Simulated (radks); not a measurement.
Dipole-allowed excitations along the series with 29 electrons in [Ar] 3d10 4s1. Calculated with a radial shooting solver on a logarithmic mesh with Libxc functionals: non-relativistic Kohn-Sham, LB94 model potential, spin-polarised, spherical densities, point nucleus; open shells are filled with parallel spins first. Time-dependent linear response with the Hartree and adiabatic LDA kernel, continuum included through the Sternheimer equations. Lines are the poles of the dipole polarisability below minus the highest occupied eigenvalue, found on a grid refined at the orbital gaps; the lowest seven at most are given, and weak or close lines can be missed. The first line takes the name of the lowest orbital gap if no other gap lies below it; otherwise a line is named after a gap within 0.6 % of it, if that gap stands alone.

| species | -e(HOMO) (eV) | lowest orbital gap (eV) | first line (eV) | f | static alpha (bohr^3) | measured (eV) |
|---|---|---|---|---|---|---|
| Cu | 8.839 | 4s-4p 4.597 | 4.768 (4s-4p) | 0.653 | 30.99 | 4s-4p 3.806 |
| Zn+ | 19.624 | 4s-4p 6.662 | 7.093 (4s-4p) | 0.758 | 14.34 | 4s-4p 6.083 |
| Ga2+ | 32.765 | 4s-4p 8.583 | 9.201 (4s-4p) | 0.776 | 8.370 | - |
| Ge3+ | 48.023 | 4s-4p 10.436 | 11.208 (4s-4p) | 0.771 | 5.482 | - |
| As4+ | 65.275 | 4s-4p 12.247 | 13.156 (4s-4p) | 0.758 | 3.854 | - |
| Se5+ | 84.446 | 4s-4p 14.030 | 15.066 (4s-4p) | 0.740 | 2.843 | - |

Measured values: term averages from the NIST Handbook of Basic Atomic Spectroscopic Data.
